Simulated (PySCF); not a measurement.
## UHF on Nd³³⁺ (neodymium, charge +33)

Configuration: [Ar] 3d9, 2D determinant. Computed with PySCF 2.14 in an uncontracted even-tempered set (18 s from 5 bohr⁻², ratio 2.5; 13 p from 6.5 bohr⁻², ratio 2.5; 8 d from 6.5 bohr⁻², ratio 2.5; 4 f from 30 bohr⁻², ratio 2.7; 3 g from 45 bohr⁻², ratio 2.7), with the spin-free X2C one-electron Hamiltonian (Gaussian nucleus).

| Property | Result |
| --- | --- |
| Total energy | -8981.008125 hartree |
| One-electron energy | -10796.2171 hartree |
| Hartree (Coulomb) energy | 1992.9590 hartree |
| Exchange energy | -177.7500 hartree |
| ⟨S²⟩ | 0.7501 |
| ⟨L²⟩ | 6.001 |
| Sum of ⟨r⟩ | 4.912 bohr |
| Sum of ⟨r²⟩ | 1.253 bohr² |
| Traceless quadrupole moment −½Σ⟨3z² − r²⟩ along its main axis | -0.0175 e·bohr² |

```json
{"shell": "1s α", "electrons": "1", "mean orbital energy (eV)": "-45128.4", "spread (eV)": "0", "rms radius, mean of both spins (bohr)": "0.0269"}
{"shell": "1s β", "electrons": "1", "mean orbital energy (eV)": "-45128.3", "spread (eV)": "0", "rms radius, mean of both spins (bohr)": "0.0269"}
{"shell": "2s α", "electrons": "1", "mean orbital energy (eV)": "-8505.9", "spread (eV)": "0", "rms radius, mean of both spins (bohr)": "0.109"}
{"shell": "2s β", "electrons": "1", "mean orbital energy (eV)": "-8499.4", "spread (eV)": "0", "rms radius, mean of both spins (bohr)": "0.109"}
{"shell": "2p α", "electrons": "3", "mean orbital energy (eV)": "-7749.9", "spread (eV)": "6.500", "rms radius, mean of both spins (bohr)": "0.0974"}
{"shell": "2p β", "electrons": "3", "mean orbital energy (eV)": "-7743.4", "spread (eV)": "1.312", "rms radius, mean of both spins (bohr)": "0.0974"}
{"shell": "3s α", "electrons": "1", "mean orbital energy (eV)": "-2819.9", "spread (eV)": "0", "rms radius, mean of both spins (bohr)": "0.277"}
{"shell": "3s β", "electrons": "1", "mean orbital energy (eV)": "-2811.8", "spread (eV)": "0", "rms radius, mean of both spins (bohr)": "0.277"}
{"shell": "3p α", "electrons": "3", "mean orbital energy (eV)": "-2575.6", "spread (eV)": "8.141", "rms radius, mean of both spins (bohr)": "0.275"}
{"shell": "3p β", "electrons": "3", "mean orbital energy (eV)": "-2565.5", "spread (eV)": "3.861", "rms radius, mean of both spins (bohr)": "0.275"}
{"shell": "3d α", "electrons": "5", "mean orbital energy (eV)": "-2246.6", "spread (eV)": "11.311", "rms radius, mean of both spins (bohr)": "0.250"}
{"shell": "3d β", "electrons": "4", "mean orbital energy (eV)": "-2240.3", "spread (eV)": "8.545", "rms radius, mean of both spins (bohr)": "0.250"}
```

Spin-orbit coupling, absent here, splits the open shell strongly.

Densities and radii are taken from the X2C orbitals without a picture-change correction, which distorts them close to the nucleus.

Spin-orbit constants ζ (cm⁻¹) from the X2C one-electron operator on these orbitals: bare nucleus, nucleus screened by l(l+1)(2l+1)/3 electrons, and screened by the Breit-Pauli mean field of the electrons.

```tsv
shell	bare	screened nucleus	mean field
2p	2736000	2645000	2607000
3p	585700	566100	557600
3d	92700	77250	75440
```

To first order the Landé constant is A = -75440 cm⁻¹, so the lowest level has J = 5/2 and lies 9.35 eV below the centre of the term. First order in ζ underestimates the shift of the j = l − 1/2 level at high Z.
